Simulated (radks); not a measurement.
Results of a calculation; reference values are marked as such.
The samarium ion Sm+ inside a hard spherical wall (all orbitals vanish at R), configuration held at [Xe] 4f6 6s1 and not refilled when levels cross. Level of theory: scalar-relativistic Kohn-Sham, LDA (Slater exchange, Perdew-Wang correlation), spin-polarised, spherical densities, finite nucleus; open shells are filled with parallel spins first (spin-orbit coupling, left out, can overturn this in heavy ions); Fermi nuclear charge, rms radius 5.0819 fm (a radial shooting solver on a logarithmic mesh with Libxc functionals). Eigenvalues in eV for spin up, with the zero of energy where the potential of the charges vanishes at infinity; a dash marks a level that is unbound or too diffuse for the functional's potential to be trusted. A positive occupied level is held by the wall or, in an anion where self-interaction has pushed it up, behind a barrier. The pressure on the wall is -dE/dV.

R (bohr)  E (hartree)  kinetic (hartree)    e(5s)    e(5p)    e(4f)   e(6s)  e(5d, empty)  e(6p, empty)  pressure (GPa)
free      -10419.3144          11133.411  -50.475  -30.208  -10.008  -9.019        -7.827        -5.700               0
15        -10419.3144          11133.411  -50.475  -30.208  -10.008  -9.019        -7.827        -5.699        < 0.0001
12        -10419.3144          11133.411  -50.473  -30.206  -10.006  -9.017        -7.826        -5.688        0.000478
10        -10419.3141          11133.415  -50.454  -30.188   -9.988  -8.999        -7.809        -5.614         0.00983
8         -10419.3104          11133.447  -50.318  -30.056   -9.852  -8.826        -7.681        -5.155           0.176
7         -10419.3014          11133.506  -50.103  -29.851   -9.636  -8.470        -7.458        -4.398           0.718
5         -10419.1855          11134.067  -48.772  -28.600   -8.213  -4.840        -5.676         1.657            14.3
3.5       -10418.3547          11137.784  -43.907  -23.709   -2.372  13.697         2.257        26.597             286
2.5       -10413.6674          11156.540  -27.063   -4.246   17.036  80.360        30.520        104.17            4240
